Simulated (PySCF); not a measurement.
Si(H)(Br)(Me)2, C2H7BrSi, SMILES C[SiH](C)Br, singlet (PBE0/def2-SVP optimised geometry):

```
11

Si    -0.869    -0.185     0.000
C      1.001    -0.185     0.000
C     -1.588    -1.158     1.426
Br    -1.575    -1.117    -1.920
H     -1.394     1.213     0.000
H      1.381     0.286     0.921
H      1.394     0.376    -0.861
H      1.393    -1.213    -0.051
H     -2.687    -1.159     1.386
H     -1.277    -0.712     2.385
H     -1.241    -2.203     1.401
```

Computed with PySCF 2.14.0 with PBE0/def2-TZVP.

Q: What are the frontier orbital energies and the dipole moment?

A: HOMO-2 -9.49 eV, HOMO-1 -8.08 eV, HOMO -8.08 eV, LUMO 0.53 eV, LUMO+1 1.07 eV; dipole moment 2.27 D.

On the same geometry PBE/def2-TZVP (PySCF) gives HOMO-2 -8.12 eV, HOMO-1 -6.81 eV, HOMO -6.81 eV, LUMO -0.39 eV, LUMO+1 0.28 eV; dipole moment 2.19 D.

Meta-Löwdin charges at PBE0/def2-TZVP: Si1 0.81, C2 -0.61, C3 -0.61, Br4 -0.31, H5 -0.11, H6 0.13, H7 0.14, H8 0.14, H9 0.14, H10 0.13, H11 0.14.
